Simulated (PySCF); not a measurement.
**Correlation energy of Ni²⁺ (nickel, charge +2)**

[Ar] 3d7 4p1, one real determinant (an excited configuration). All numbers are calculated (PySCF 2.14, the spin-free X2C one-electron Hamiltonian (Gaussian nucleus), in aug-cc-pwCVTZ-DK (10s9p7d4f3g, 127 functions)). Frozen: [Ne]; 16 electrons correlated.

MP2 pair energies summed by pair of shells (mhartree):

| pair | energy | share (%) |
| --- | --- | --- |
| 3p-3d | -245.49 | 38.4 |
| 3d-3d | -194.72 | 30.5 |
| 3p-3p | -77.12 | 12.1 |
| 3s-3d | -51.28 | 8.0 |
| 3s-3p | -40.19 | 6.3 |
| 3d-4p | -17.16 | 2.7 |
| 3p-4p | -6.66 | 1.0 |
| 3s-3s | -5.55 | 0.9 |
| 3s-4p | -0.76 | 0.1 |

Total MP2 correlation energy: -638.95 mhartree.

Same-spin part -205.40 and opposite-spin part -433.55 mhartree; SCS-MP2 scales them by 1/3 and 6/5 to -588.72 mhartree.

The reference is one real determinant that mixes LS terms of this configuration.
